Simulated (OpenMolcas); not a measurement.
## Cl3+: RASPT2 settings compared

```
Program             : OpenMolcas
Basis               : ANO-RCC-VQZP [6s5p3d2f1g]
Scalar Hamiltonian  : DKH2, point nucleus
Active space        : 2 electrons in 9 orbitals (RAS2 3p; RAS3 3d 4s, at most 1 electron)
State averaging     : 2S+1 = 3 even, 3 roots; 2S+1 = 1 even, 6 roots; 2S+1 = 3 odd, 18 roots; 2S+1 = 1 odd, 18 roots
Spin-orbit coupling : state interaction with AMFI integrals over the reference wave functions, term energies averaged over their components
```

Methods on the same reference wave functions:
A. RASSCF
B. SS-RASPT2, IPEA 0.25 Eh, sigma2 regulariser 0.3 Eh (closed shells correlated: 2s 2p 3s)
C. MS-RASPT2, IPEA 0.25 Eh, sigma2 regulariser 0.3 Eh (closed shells correlated: 2s 2p 3s)

Energies in cm-1 above 3s2 3p2 3P0, the measured ground level; measured values from Moore, Atomic Energy Levels, vol. I, NSRDS-NBS 35 (1971 reprint of NBS Circular 467, 1949).

| Level | A | B | C | Measured |
| --- | --- | --- | --- | --- |
| 3s2 3p2 3P0 | 0.0 | 0.0 | 0.0 | 0.0 |
| 3s2 3p2 3P1 | 439 | 442 | 442 | 491 |
| 3s2 3p2 3P2 | 1233 | 1229 | 1229 | 1341 |
| 3s2 3p2 1D2 | 16893 | 13650 | 13650 | 13766 |
| 3s2 3p2 1S0 | 40737 | 38270 | 38270 | 32550 |
| 3s2 3p 3d 3F* 2 | 160108 | 159630 | 159630 |  |
| 3s2 3p 3d 3F* 3 | 160563 | 160040 | 160040 |  |
| 3s2 3p 3d 3F* 4 | 161152 | 160640 | 160640 |  |
| 3s2 3p 3d 1D* 2 | 166704 | 147390 | 147390 |  |
| 3s2 3p 3d 3P* 2 | 181611 | 168240 | 168210 |  |
| 3s2 3p 3d 3P* 1 | 182018 | 168640 | 168610 |  |
| 3s2 3p 3d 3P* 0 | 182261 | 169010 | 168970 |  |
| 3s2 3p 3d 3D* 1 | 185558 | 169630 | 169630 |  |
| 3s2 3p 3d 3D* 2 | 185743 | 169810 | 169800 |  |
| 3s2 3p 3d 3D* 3 | 185907 | 169870 | 169870 |  |
| 3s2 3p 3d 1P* 1 | 211620 | 195900 | 195890 |  |
| 3s2 3p 4s 3P* 0 | 214648 | 213140 | 213180 | 215026 |
| 3s2 3p 4s 3P* 1 | 214994 | 213470 | 213510 | 215389 |
| 3s2 3p 4s 3P* 2 | 215912 | 214410 | 214450 | 216468 |
| 3s2 3p 3d 1F* 3 | 216034 | 206330 | 206330 |  |
| 3s2 3p 4s 1P* 1 | 220012 | 217550 | 217550 | 219454 |

Deviations, from unrounded energies. A percentage is the sum of absolute deviations over the sum of measured energies, with the sign that they share, or ± where signs differ.

```json
{"Against measurement": "mean absolute deviation (cm-1)", "Levels": "8", "A": "1700", "B": "1700", "C": "1700"}
{"Against measurement": "fine structure of the ground term (%)", "Levels": "2", "A": "-8.7", "B": "-8.8", "C": "-8.8"}
{"Against measurement": "other terms of the ground configuration (%)", "Levels": "2", "A": "+24.4", "B": "±12.6", "C": "±12.6"}
{"Against measurement": "other configurations (%)", "Levels": "4", "A": "±0.2", "B": "-0.9", "C": "-0.9"}
```

A, B, C lie about equally close to measurement. The largest miss of A in the table is 3s2 3p2 1S0, by +8200 cm-1. The ranking rests on the paired levels alone, and a cruder setting can come out closer through cancelling errors.

Between B and C the level of the table that moves most is 3s2 3p 4s 3P* 2, by 39 cm-1 (lowest in B, highest in C). Moves below CASPT2's spread within the term are not significant.

The mean deviations of B to C differ by less than CASPT2's widest spread within a term (320 cm-1), so their order carries little weight.

From A to B the spin-free energies of the other terms of 3s2 3p2 shown, above 3P, scale by factors of 0.80 to 0.94.

The lowest spin-free term lies below A's lowest term by 0.127 hartree in B, 0.127 hartree in C.

CASPT2 does not keep the components of a term degenerate, so their means are used; among the terms shown or strongly mixed into the levels shown the widest spread is 320 cm-1 (3s2 3p 3d 1F*, C). Over all roots computed the reference weight is 0.86 to 0.97 in B, 0.86 to 0.97 in C; the roots of lowest weight are the least certain, and an intruder state may touch them. ANO sets are built for valence states and can reach diffuse excited orbitals poorly, and with the s shell closed the s pⁿ⁺¹ terms that mix with these levels are absent. With the s shell closed, the reference lacks s² → p² mixing. Some terms miss by over 15 % even with CASPT2, which points to a basis or an active space too small for the shells correlated (holds for B; C). Computed and measured levels are paired by configuration, term and J; levels that our copy of the source lacks, or whose pairing is in doubt (as where it misses far off the trend of its configuration), stay unpaired and out of the deviations. Only configurations of the active space appear.

* marks odd parity.
